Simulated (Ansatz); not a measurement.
SnI4. Charge 0, multiplicity 1. Geometry PBE0-D4/def2-SVP, basis def2-TZVP, Ansatz.

```csv
run,HOMO (eV),LUMO (eV)
A,-10.03,-2.03
B,-6.78,-4.41
C,-7.53,-4.11
D,-8.87,-2.98
E,-7.10,-4.37
F,-7.92,-3.76
```

In the def2 sets I, Sn take a core potential; there is no spin–orbit coupling. HSE06 is defined as in plane-wave codes, on full-range PBE exchange.

Question: The runs used BHLYP, HSE06, PBE, PBE0, r2SCAN, ωB97M-V. Estimate which is which.

Answer: A ωB97M-V (range-separated); B PBE (0 % exact exchange); C HSE06 (range-separated); D BHLYP (50 % exact exchange); E r2SCAN (0 % exact exchange); F PBE0 (25 % exact exchange). Exact exchange lowers occupied and raises empty levels; among semilocal functionals meta-GGAs tend to open the gap a little, and such runs are hard to tell apart. The gap grows from 2.37 eV (PBE) to 8.00 eV (ωB97M-V).
